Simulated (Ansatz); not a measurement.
A structure relaxed at PBE0-D4/def2-TZVP, charge 0, multiplicity 2:

Cartesian coordinates in Å:
```
O -1.5152 0.9352 -0.4975
Ga -0.0452 0.0279 -0.0148
Cl -0.2232 -2.0344 0.3931
Cl 1.7837 1.0712 0.1192
```

(1) Give its formula and SMILES.

(2) Point group (tolerance 0.08 Å, 0.16 Å for H)?

(3) Summarise the bond lengths by kind.

Answers

(1) Cl2GaO, `[O][Ga]([Cl])[Cl]`.

(2) C2v.

(3) 1 × Ga–O 1.794 Å; 2 × Cl–Ga 2.110 Å.

Results of the Gaussian-basis code of Ansatz.
